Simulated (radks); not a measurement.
The numbers below are computed, except where a source is named.
Ionisation of the zirconium ion Zr36+, [He] 2s2, to Zr37+, [He] 2s1, under several functionals. Scalar-relativistic Kohn-Sham, spin-polarised, spherical densities, finite nucleus; open shells are filled with parallel spins first (spin-orbit coupling, left out, can overturn this in heavy ions); a radial shooting solver on a logarithmic mesh with Libxc functionals.

| functional | E(Zr36+) (hartree) | Exc (hartree) | IE (eV) | -e(HOMO) (eV) | <r> HOMO (bohr) | IE error (eV) |
|---|---|---|---|---|---|---|
| exchange-only r2SCAN | -1982.41860 | -33.08871 | 4985.8 | 4933.1 | 0.1516 | -5.2 |
| MS2 meta-GGA | -1982.85703 | -33.58170 | 4992.4 | 4934.5 | 0.1515 | +1.4 |
| TASK exchange with Perdew-Wang LDA correlation | -1982.07654 | -32.61568 | 4979.4 | 4932.5 | 0.1517 | -11.6 |

NIST Atomic Spectra Database: 4991 eV (semi-empirical). Closest: MS2 meta-GGA. The Delta-SCF values span 12.93 eV, the total energies 0.78 hartree. The highest occupied level is 2s.
